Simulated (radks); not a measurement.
Initial-state core-level shifts of neutral zirconium when its valence configuration changes from [Kr] 4d2 5s2. Calculated with a radial shooting solver on a logarithmic mesh with Libxc functionals: Dirac Kohn-Sham, PBE, spin-unpolarised, spherical densities, point nucleus; open shells fill j = l - 1/2 first. Shifts are changes of the shell-averaged eigenvalues in eV (positive: less bound).

| valence | 1s | 2s | 2p | 3p |
|---|---|---|---|---|
| 4d3 5s1 | +2.103 | +2.289 | +2.276 | +2.252 |
| 4d1.5 5s2 5p0.5 | -1.939 | -2.046 | -2.038 | -2.017 |
| 4d0.5 5s2 5p1.5 | -6.231 | -6.620 | -6.591 | -6.489 |
| 4d1 5s2 5p1 | -4.024 | -4.261 | -4.243 | -4.189 |
| 4d2 5s1 5p1 | -1.194 | -1.171 | -1.171 | -1.180 |
| 4d1.5 5s1 5p1.5 | -3.110 | -3.203 | -3.194 | -3.180 |
| 4d2.5 5s1.5 | +1.143 | +1.243 | +1.236 | +1.221 |
| 4d2 5p2 | -2.304 | -2.262 | -2.261 | -2.279 |
| 4d2.5 5s0.5 5p1 | -0.009 | +0.120 | +0.113 | +0.088 |
